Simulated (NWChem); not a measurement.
SiHBr, singlet; SMILES [SiH]Br

Computed with NWChem. Medium grid unless said otherwise, to which SCAN and Minnesota functionals are sensitive. Low-valent species are run as closed-shell singlets; no triplet was tried in these runs. Geometry: optimised at PBE-D3(BJ)/def2-SVP. Hybrids' shares of exact exchange are those that their runs print; pure functionals count as 0. The functionals differ in more than this share.

```csv
row,share of exact exchange,orbital gap (eV)
PBE/def2-TZVP,0.00,2.00
SCAN/def2-TZVP,0.00,2.31
B3LYP/def2-TZVP,0.20,3.54
M06/def2-TZVP,0.27,4.02
MPW1K/def2-TZVP,0.43,withheld
```

Task: Fit a straight line of the last column on the one before it, predict the withheld value, and compare with the run.

Result: 
1. Means of the 4 shown rows: x = 0.118, y = 2.968. Slope Σ(x − x̄)(y − ȳ)/Σ(x − x̄)² = 0.3987/0.05768 = 6.912; intercept 2.155.
2. The shown rows scatter about the line by 0.110 (root mean square); the largest residual is +0.16, at SCAN/def2-TZVP.
3. At x = 0.43 (MPW1K/def2-TZVP; beyond the shown range) the line gives 5.13.
4. The run gives 5.27, +0.14 from the line, 1.3 times the scatter.
